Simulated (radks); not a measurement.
All-electron atom: Ar in [Ar]. All-electron calculation, scalar-relativistic Kohn-Sham, PBE, spin-polarised, spherical densities, finite nucleus; Fermi nuclear charge, rms radius 3.4274 fm; hard spherical wall at 1.5 bohr. Program: a radial shooting solver on a logarithmic mesh with Libxc functionals. Some entries of the table are withheld. Estimate them.

orbital,occ.,eigenvalue (eV),<1/r> (bohr^-1),r(max) (bohr)
1s,2,-2987.783,(1),0.05609
2s,2,-197.6694,3.428,0.3449
2p,6,-127.2293,3.309,(2)
3s,2,89.1232,(3),0.9702
3p,6,110.2416,(4),0.9683
3d,0,127.8196,1.276,0.8901
4p,0,397.5810,1.968,1.209
4s,0,399.2492,2.059,1.216

Answer. 
(1) 1s <1/r> (bohr^-1): 17.67
(2) 2p r(max) (bohr): 0.2896
(3) 3s <1/r> (bohr^-1): 1.673
(4) 3p <1/r> (bohr^-1): 1.643
